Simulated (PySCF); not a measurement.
Species: C4H7FO2Si.
Numbering: `[O:1]=[C:2]([OH:3])[C@@H:4]1[CH2:5][SiH2:6][C@H:7]1[F:8]`

Definitions: NICS(0) = −σiso at the ring centroid; NICS(1) = −σiso and NICS(1)zz = −σzz at ±1 Å along the ring normal z. Level: GIAO PBE0/pcSseg-1 (PySCF, non-relativistic, gas phase) on the GFN2-xTB geometry, one conformer.

Ring bond lengths (Å), with Mayer bond orders in brackets: C4–C5 1.543 (0.97), C5–Si6 1.913 (0.94), Si6–C7 1.934 (0.88), C7–C4 1.549 (0.94).

**Question.** What do the NICS probes read (ppm)?

**Answer.** 
```tsv
ring	type	NICS(0)	NICS(1), two faces	NICS(1)zz, two faces	rms pucker (Å)	centre to ring atoms, mean (Å)
C4–C5–Si6–C7	4-membered ring with Si; formal bonds all single	-0.5	-2.6 / 0.0	2.5 / 5.2	0.08	1.22
```

**Question.** What can be read from them?

**Answer.** 
- C4–C5–Si6–C7: mean NICS(1)zz 3.9 ppm, deshielded. C4, C5, Si6, C7 have four or more neighbours, and the NICS criterion for π rings isn't applied.

**Question.** At the first NICS(1) probe listed for ring C4–C5–Si6–C7, 1 Å off the ring, what do the in-plane components average?

**Answer.** The isotropic value is a third of the trace: (3 × -2.6 − (2.5))/2 = -5.2 ppm.

**Question.** List the ring angles and the Hirshfeld charges of the ring atoms.

**Answer.** 
- C4–C5–Si6–C7: C4 99.3° (-0.046 e), C5 92.0° (-0.162 e), Si6 75.5° (+0.359 e), C7 91.0° (-0.021 e); sum 357.8° against 360° for a flat convex ring.

**Question.** What are the shieldings of the ring atoms and their hydrogens in the same run (means over atoms taken as equivalent)?

**Answer.** 
| atoms | environment | σ isotropic (ppm) |
| --- | --- | --- |
| C4 | sp3 carbon next to a carbonyl | 138.3 |
| C5 | sp3 carbon bound to silicon | 181.6 |
| Si6 | SiH2 silicon | 380.5 |
| C7 | sp3 C–F carbon | 91.8 |
| H on C4 | methine hydrogen | 28.07 |
| H on C5 | methylene hydrogen | 29.85 |
| H on C5 | methylene hydrogen | 30.24 |
| H on Si6 | Si–H hydrogen | 26.87 |
| H on Si6 | Si–H hydrogen | 26.88 |
| H on C7 | methine hydrogen | 26.46 |

Conformer computed: `[O:1]=[C:2]([OH:3])[C@@H:4]1[CH2:5][SiH2:6][C@H:7]1[F:8]`: O1–C2–C4–C5 36°, H–O3–C2–O1 1°.
